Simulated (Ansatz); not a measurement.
Cost against result

The pair of H$_{2}$ (SMILES [H][H], atoms 1–2) and CS$_{2}$ (SMILES S=C=S, atoms 3–5), both closed shells, in one local arrangement (a lower one may exist), relaxed at PBE0-D4/def2-TZVP:

```json
{"atom": "H1", "x (Å)": "-0.3071", "y (Å)": "-0.2579", "z (Å)": "-2.0465"}
{"atom": "H2", "x (Å)": "0.2336", "y (Å)": "0.2505", "z (Å)": "-1.9664"}
{"atom": "S3", "x (Å)": "1.1535", "y (Å)": "1.0610", "z (Å)": "1.2968"}
{"atom": "C4", "x (Å)": "0.0245", "y (Å)": "0.0024", "z (Å)": "1.3397"}
{"atom": "S5", "x (Å)": "-1.1044", "y (Å)": "-1.0560", "z (Å)": "1.3764"}
```

Interaction energies are counterpoise-corrected; the time is that of the whole pair.

Computed with Ansatz 0.2.0 (basis: as named in each row); correlated methods freeze the cores. B3LYP uses VWN-RPA correlation. Extrapolation: Hartree–Fock as exp(−7.88 √X), correlation as X^−2.97.

Times are rough, for one single point on 2 threads of a shared host (Arm Neoverse V1).

The estimate by CCSD(T) at an estimated basis limit (MP2 extrapolated from triple and quadruple zeta, plus CCSD(T) − MP2 in triple zeta) is -0.021 eV.

```csv
method,basis,time (s),interaction energy (eV),method less estimate
PBE-D4,def2-TZVPPD,1,-0.029,-0.008
revPBE-D4,def2-TZVPPD,2,-0.018,0.003
BLYP-D4,def2-TZVPPD,2,-0.011,0.010
PBE0-D4,def2-TZVPPD,2,-0.025,-0.004
HSE06-D4,def2-TZVPPD,2,-0.025,-0.004
B3LYP-D4,def2-TZVPPD,3,-0.016,0.005
r2SCAN-D4,def2-TZVPPD,3,-0.012,0.009
B2PLYP,def2-TZVPPD,4,-0.002,0.019
wB97X-V,def2-TZVPPD,6,-0.022,-0.001
wB97M-V,def2-TZVPPD,6,-0.020,0.001
B97M-V,def2-TZVPPD,8,-0.020,0.001
MP2,def2-QZVPPD,8,-0.022,-0.001
CCSD(T),def2-TZVPPD,21,-0.016,0.005
```

The T1 diagnostic stays at or below 0.020.
